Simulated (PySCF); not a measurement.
# CuO(OH)₂ → HCu(OH) + O₂

Level: PBE0 in the def2-TZVP basis family, all electrons, no relativity, computed in PySCF with density fitting; open shells unrestricted.

```json
{"species": "CuO(OH)₂", "state and structure": "doublet, C2, Cu–O 1.740 Å, Cu–O 1.743 Å (×2), O–H 0.961 Å (×2); Cu–O–H 116.5° (×2), O–Cu–O 99.0° (×2), O–Cu–O 162.0°", "E (Eh)": "-1866.87842", "ZPE (kJ/mol)": "74.3", "H(298 K) − H(0) (kJ/mol)": "18.7", "S° (J/(mol K))": "324.9"}
{"species": "HCu(OH)", "state and structure": "doublet, C1, Cu–H 1.495 Å, Cu–O 1.769 Å, O–H 0.962 Å; Cu–O–H 115.7°, H–Cu–O 139.3°", "E (Eh)": "-1716.60394", "ZPE (kJ/mol)": "47.3", "H(298 K) − H(0) (kJ/mol)": "12.1", "S° (J/(mol K))": "262.5"}
{"species": "O₂", "state and structure": "triplet, D∞h, O–O 1.193 Å", "E (Eh)": "-150.23561", "ZPE (kJ/mol)": "10.3", "H(298 K) − H(0) (kJ/mol)": "8.7", "S° (J/(mol K))": "204.9"}
```

(1) What is the electronic reaction energy?

(2) Add zero-point, thermal and entropy terms for 298.15 K and 1 bar.

## Answers

(1) At PBE0/def2-TZVP, ΔE = 102.1 kJ/mol from the differences of the total energies times 2625.5, uphill. 

(2) ΔZPE = -16.7 and Δ[H(298) − H(0)] = 2.1 kJ/mol give ΔH° = 87.5 kJ/mol. ΔS° = 142.5 J/(mol K), so ΔG° = 87.5 − 298.15 × (0.1425) = 45 kJ/mol and log₁₀K = -7.9. ΔG° would change sign near 610 K if ΔH° and ΔS° stayed fixed.

Open d or f shells are single determinants, so the state found may not be the ground state. The structures come from searches over a few start shapes, so lower isomers are not excluded.
